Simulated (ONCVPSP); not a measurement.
# Pseudopotentials across the periodic table

Generated with ld1.x 7.5 (TM, RRKJ, ultrasoft, PAW), atompaw 4.2 or ONCVPSP 4.0.1. The cutoff is in Ry: for ld1.x and atompaw files where the sum of valence levels is converged to 10 mRy in a Bessel basis, for ONCV files where the hardest occupied wave has 1 mHa per electron of residual kinetic energy. The error is the largest all-electron minus pseudo excitation energy over each file’s own four to seven test configurations (ionisations up to +4, promotions, holes and added fractions of an electron), all of which were solved. The labels leave out finer settings (local radius, basis sizes, second energies), which also bear on the numbers. Spin-polarised tests are not counted. The rows are a selection from randomly drawn settings: files with unsolved tests, undetermined cutoffs or missed reference levels are left out.

A true bound ghost makes a file unfit for plane-wave use even where its test errors are small: the radial tests pick states by their node count and pass the ghost by.

```csv
element,potential,cutoff (Ry),largest error (meV),bound ghosts
Ti,"ONCV, PBE, scalar-relativistic, rc 1.70/1.20/1.20 (spd), local d, core correction yes, reference 3s2 3p6 3d2 4s2, qcut 8.6/6.1/9.5, projectors 2/1/0",95,-1.9,none
Ge,"ONCV, PBE, scalar-relativistic, rc 0.95/0.95/0.85/0.85 (spdf), local d, core correction yes, reference 3s2 3p6 3d10 4s2 4p2, qcut 9.6/12.4/19.1/12.8, projectors 3/2/0/2",283,-65,none
Zr,"ONCV, LDA (Perdew-Zunger), scalar-relativistic, rc 1.90/2.20/1.95 (spd), local smoothed, core correction yes, reference 4s2 4p6 4d2, qcut 6.6/6.1/5.7, projectors 3/2/2",30,+3.1,none
Mo,"ONCV, LDA (Perdew-Wang 92), scalar-relativistic, rc 1.62/1.58/1.90 (spd), local smoothed, core correction yes, reference 4s2 4p6 4d3, qcut 6.5/6.1/7.7, projectors 1/2/2",39,+1399,none
Rh,"ONCV, LDA (Perdew-Wang 92), scalar-relativistic, rc 1.90/1.55/1.45/2.05 (spdf), local smoothed, core correction no, reference 4s2 4p6 4d8 5s1, qcut 6.6/10.1/7.2/5.4, projectors 2/2/3/1",67,-3.2,none
Cs,"ONCV, PBE, scalar-relativistic, rc 2.85/3.95/2.95 (spd), local smoothed, core correction no, reference 5s2 5p6 6s0.5 6p0.5, qcut 5.3/3/3.6, projectors 2/2/1",18,-25,s
Ba,"ONCV, PBEsol, scalar-relativistic, rc 2.25/2.65/2.65 (spd), local s, core correction no, reference 5s2 5p6, qcut 5/4.8/3.7, projectors 0/1/2",18,+460,none
W,"ONCV, revPBE, scalar-relativistic, rc 1.45/1.90/1.65/0.65 (spdf), local smoothed, core correction yes, reference 4f13 5s2 5p6 5d5 6s2, qcut 6.7/7.9/6.9/26.8, projectors 3/3/2/2",630,-533,"s, p"
```

(1) Fill in the row for H: ONCV, PBE, fully relativistic, rc 1.45 (s), local s, core correction no, reference 1s0.75, qcut 6.3, projectors 0.

## Answers

(1) cutoff 26 Ry, largest error +0.9 meV, bound ghosts: none.
